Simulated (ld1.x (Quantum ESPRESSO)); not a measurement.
## cobalt, PAW: configuration errors across variants

Co (Z = 27), PAW, made with ld1.x (Quantum ESPRESSO) 7.5 (LDA (PZ), scalar-relativistic). Core [Ne], reference 3s2 3p6 3d7.5 4s1.5 4p0. Waves: 3s (bound): rcut 1.05, rcutus 1.25 bohr; 4s (bound): rcut 1.05, rcutus 1.25 bohr; 3p (bound): rcut 1.15, rcutus 1.30 bohr; 4p (bound, empty): rcut 1.15, rcutus 1.30 bohr; 3d (bound): rcut 0.90, rcutus 1.00 bohr; 3d channel at -0.05 Ry: rcut 0.90, rcutus 1.00 bohr. Local part: all-electron potential smoothed inside 1.10 bohr (lloc = -2). Core correction: Bessel-smoothed model core, default radius (core density twice the valence density). Augmentation charge: BESSEL, radius 0.70 bohr.

All-electron excitation energies from the reference (eV): (1) 3s2 3p6 3d7 4s2 4p0 0.980; (2) 3s2 3p6 3d7 4s1 4p0 10.276; (3) 3s2 3p6 3d7 4s0 4p0 27.361; (4) 3s2 3p6 3d7 4s0 4p1 15.728; (5) 3s1 3p6 3d7 4s2 4p0 110.971; (6) 3s2 3p6 3d8 4s1 4p0 -0.258; (7) 3s2 3p6 3d8 4s0 4p0 7.685; (8) 3s2 3p6 3d7.5 4s1.5 4p0 spin -1.457; (9) 3s2 3p6 3d7 4s2 4p0 spin -1.003.

Spin tests fill each open shell by Hund’s rule, majority spin first.

The default core radius of the base comes out at 0.37 bohr.

The overlap operator is not positive definite (basis up to 400 Ry) in “type ultrasoft; local potential all-electron potential smoothed inside 0.75 bohr (lloc = -1); augmentation built from norm-conserving waves at rcut, not smoothed further”. Such files are unfit for use, however small their errors in these radial tests.

Tests that are not counted but printed errors over 1 eV. “waves 3p (bound): rcut 1.15, rcutus 1.98 bohr; 4p (bound): rcut 1.15, rcutus 1.98 bohr”: 3s2 3p6 3d7 4s0 4p1 (solver errors, printed error -3.1 eV).

2 further variants failed, have other tests or too few solved ones, and are left out.

The file “type ultrasoft; local potential all-electron potential smoothed inside 0.75 bohr (lloc = -1); augmentation built from norm-conserving waves at rcut, not smoothed further” misses its own reference levels by 1.0 eV.

Errors AE − PS in meV (a dash: test not solved or not reliable):

```csv
change,(1),(2),(3),(4),(5),(6),(7),(8),(9),bound ghosts
base,+1.3,+0.1,-1.7,-0.6,-15,-0.2,-0.8,-1.5,-1.2,none
"waves 3d (bound): rcut 0.80, rcutus 0.84 bohr; 3d channel at -0.05 Ry: rcut 0.80, rcutus 0.84 bohr",+1.1,+0.1,-1.7,-0.6,-13,-0.1,-0.6,-1.1,-0.8,none
"waves 3p (bound): rcut 1.15, rcutus 1.98 bohr; 4p (bound): rcut 1.15, rcutus 1.98 bohr",0.0,-0.3,-1.7,–,-39,-0.3,-2.1,+9.5,+13,none
"wave 3d channel at -0.05 Ry: rcut 0.90, rcutus 1.00 bohr becomes 3d channel at -0.36 Ry: rcut 0.90, rcutus 1.00 bohr",+1.9,+0.8,-0.8,+0.1,-3.7,0.0,–,-1.3,-0.2,none
"type ultrasoft; local potential all-electron potential smoothed inside 0.75 bohr (lloc = -1); augmentation built from norm-conserving waves at rcut, not smoothed further",-908,+111,+1900,+945,-2581,+745,+1889,+20,-829,not determined (overlap not positive)
core correction Bessel-smoothed model core inside 0.72 bohr,+1.2,+0.2,-1.7,-0.6,-15,-0.3,-1.0,-1.6,-1.3,none
```

Give the same row for: waves 3s (bound): rcut 1.05, rcutus 1.62 bohr; 4s (bound): rcut 1.05, rcutus 1.62 bohr.

+9.6, -0.8, +6.2, +4.4, –, –, –, –, –; bound ghosts: none.
